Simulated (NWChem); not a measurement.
Species: C2H6Be; SMILES [CH3][Be][CH3]

All runs: NWChem. Pople sets run with spherical d functions. The geometry was optimised at B3LYP/6-31G* (spherical d). Static field.

```json
[
 {"level": "Hartree-Fock/6-31G*", "basis functions": "54", "isotropic polarisability (bohr³)": "32.4", "anisotropy (bohr³)": "5.1", "relative time": "1"},
 {"level": "Hartree-Fock/6-31+G*", "basis functions": "66", "isotropic polarisability (bohr³)": "35.1", "anisotropy (bohr³)": "8.0", "relative time": "2"},
 {"level": "Hartree-Fock/def2-SVP", "basis functions": "67", "isotropic polarisability (bohr³)": "33.5", "anisotropy (bohr³)": "7.2", "relative time": "2"},
 {"level": "Hartree-Fock/def2-SVPD", "basis functions": "100", "isotropic polarisability (bohr³)": "38.7", "anisotropy (bohr³)": "7.4", "relative time": "5"},
 {"level": "Hartree-Fock/def2-TZVP", "basis functions": "117", "isotropic polarisability (bohr³)": "37.3", "anisotropy (bohr³)": "7.1", "relative time": "10"},
 {"level": "Hartree-Fock/aug-cc-pVDZ", "basis functions": "123", "isotropic polarisability (bohr³)": "39.6", "anisotropy (bohr³)": "8.2", "relative time": "20"},
 {"level": "Hartree-Fock/Sadlej pVTZ", "basis functions": "126", "isotropic polarisability (bohr³)": "39.6", "anisotropy (bohr³)": "8.1", "relative time": "20"},
 {"level": "Hartree-Fock/def2-TZVPD", "basis functions": "150", "isotropic polarisability (bohr³)": "39.4", "anisotropy (bohr³)": "8.1", "relative time": "20"}
]
```

Times are rough ratios from one shared machine.
